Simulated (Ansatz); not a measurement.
Basis sets compared for In₃N₃H₁₂, a cluster cut from zinc blende InN (hydrogen-capped). Charge 0, multiplicity 1. Geometry PBE-D4/def2-SVP. Ansatz on 4 threads of Arm Neoverse V2 on a shared host; times are rough, and most runs start from earlier orbitals.

| atom | x (Å) | y (Å) | z (Å) |
| --- | --- | --- | --- |
| In1 | -2.072 | 0.830 | -0.548 |
| In2 | 0.140 | -2.225 | 0.558 |
| In3 | 1.487 | 1.439 | 1.000 |
| N4 | -0.109 | 1.929 | -0.508 |
| N5 | 1.808 | -0.719 | 0.452 |
| N6 | -1.283 | -1.250 | -0.886 |
| H7 | -2.815 | 1.285 | -2.065 |
| H8 | -2.699 | 0.869 | 1.069 |
| H9 | 0.747 | -3.633 | -0.286 |
| H10 | -0.568 | -2.076 | 2.134 |
| H11 | 2.918 | 2.269 | 0.432 |
| H12 | 0.722 | 1.450 | 2.557 |
| H13 | 0.301 | 1.937 | -1.454 |
| H14 | -0.351 | 2.919 | -0.342 |
| H15 | 2.268 | -0.777 | -0.469 |
| H16 | 2.531 | -1.064 | 1.104 |
| H17 | -0.909 | -1.325 | -1.844 |
| H18 | -2.116 | -1.860 | -0.905 |

In the def2 sets In takes a core potential; there is no spin–orbit coupling.

Binding counts from free atoms (In doublet, N quartet, H doublet) in the same basis, without a counterpoise term.

| level | functions | energy (Eh) | HOMO (eV) | LUMO (eV) | binding per atom (eV) | wall time |
| --- | --- | --- | --- | --- | --- | --- |
| LDA (SPW92)/def2-TZVP | 315 | -739.6226 | -6.44 | -1.47 | 3.21 | 2.8 s |
| PBE-D4/def2-SVP | 180 | -741.5774 | -6.29 | -1.02 | 2.81 | 2.2 s |
| PBE-D4/def2-TZVP (with forces) | 315 | -741.8042 | -6.35 | -1.29 | 2.81 | 5.5 s |
| PBE0-D4/def2-SVP | 180 | -741.5996 | -7.49 | -0.28 | 2.77 | 3.7 s |
| PBE0-D4/def2-TZVP | 315 | -741.8190 | -7.53 | -0.57 | 2.77 | 9 s |

Q: Estimate the rows for LDA (SPW92)/def2-TZVPD, PBE-D4/def2-TZVPD, PBE0-D4/def2-TZVPD.

A: 
| level | functions | energy (Eh) | HOMO (eV) | LUMO (eV) | binding per atom (eV) | wall time |
| --- | --- | --- | --- | --- | --- | --- |
| LDA (SPW92)/def2-TZVPD | 387 | -739.6247 | -6.46 | -1.59 | 3.21 | 4.5 s |
| PBE-D4/def2-TZVPD | 387 | -741.8062 | -6.37 | -1.44 | 2.81 | 8.5 s |
| PBE0-D4/def2-TZVPD | 387 | -741.8204 | -7.54 | -0.73 | 2.77 | 14 s |
